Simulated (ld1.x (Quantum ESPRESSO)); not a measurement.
# Wu–Cohen TM semilocal dataset for Au (Z = 79), scalar-relativistic all-electron reference.

* Element: gold
* Generator: ld1.x (Quantum ESPRESSO) 7.5
* Type: norm-conserving Troullier–Martins (semilocal form)
* Functional: Wu–Cohen
* Relativity: scalar-relativistic
* Frozen core: [Xe] 4f14
* Valence charge: 11
* Reference configuration: 5d10 6s0.75 6p0.25
* Partial waves: 6s (bound): rc 2.25 bohr; 6p (bound): rc 3.00 bohr; 5d (bound): rc 2.10 bohr
* Local potential: the d channel
* Core correction: Bessel-smoothed model core inside 1.55 bohr

All-electron outer shells of the reference configuration (Wu–Cohen, scalar-relativistic, ld1.x):

```json
{"shell": "4f", "level (eV)": "-81.81", "outermost node (bohr)": "–", "outermost maximum (bohr)": "0.37"}
{"shell": "5p", "level (eV)": "-60.44", "outermost node (bohr)": "0.52", "outermost maximum (bohr)": "0.96"}
{"shell": "5d", "level (eV)": "-7.50", "outermost node (bohr)": "0.56", "outermost maximum (bohr)": "1.21"}
{"shell": "6s", "level (eV)": "-6.27", "outermost node (bohr)": "1.11", "outermost maximum (bohr)": "2.29"}
{"shell": "6p", "level (eV)": "-1.02", "outermost node (bohr)": "1.32", "outermost maximum (bohr)": "3.47"}
```

Calculated quality:

```
Cutoffs needed           : 40 Ry and 50 Ry (the cutoffs (Ry, on a coarse ladder) from which the occupation-weighted sum of valence levels, in a spherical-Bessel basis at the reference potential, stays within 10 and 1 mRy of its value at 400 Ry)
Ghost test               : no extra level below or beside the all-electron valence levels (s, p, d tested); the semilocal form is local in each channel, so this says nothing of the separable form that plane-wave codes build from it (spherical-Bessel basis up to 400 Ry, 20 bohr box)
Largest excitation error : -490 meV (all-electron minus pseudo) for 5d7 6s0 6p0, out of 7 test configurations
```

Generation and tests took about 2.1 s on one core of a shared server CPU.
